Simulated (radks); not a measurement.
Problem. The mean radii <r> (bohr) of the occupied orbitals of an atom or ion are listed with their occupations. Calculated with a radial shooting solver on a logarithmic mesh with Libxc functionals: scalar-relativistic Kohn-Sham, PBE, spin-polarised, spherical densities, finite nucleus; Fermi nuclear charge, rms radius of each element as measured or else 0.836 A^(1/3) + 0.57 fm.

orbital  occ.      <r>
1s up       1  0.02457
1s down     1  0.02457
2s up       1   0.1052
2s down     1   0.1052
2p up       3  0.09236
2p down     3  0.09236
3s up       1   0.2786
3s down     1   0.2786
3p up       3   0.2767
3p down     3   0.2766
3d up       5   0.2536
3d down     5   0.2535
4s up       1   0.6388
4s down     1   0.6385
4p up       3   0.6771
4p down     3   0.6766
4d up       5   0.7497
4d down     5   0.7486
5s up       1    1.523
5s down     1    1.528
5p up       3    1.751
5p down     2    1.762
4f up       2    1.150
6s up       1    3.612

Name the element and its charge. Open shells, if any, are filled with parallel spins first.

Solution. Z = 58, cerium, charge +2: Ce2+ in [Kr] 4d10 4f2 5s2 5p5 6s1. The 1s radius gives Z: for a bare nucleus <r> = (2 gamma + 1)/(2Z) with gamma = sqrt(1 - (Z/c)^2), 0.02424 bohr for Z = 58, and screening makes it slightly larger (0.02457 here). The occupations add up to 56, and the charge is Z minus that.
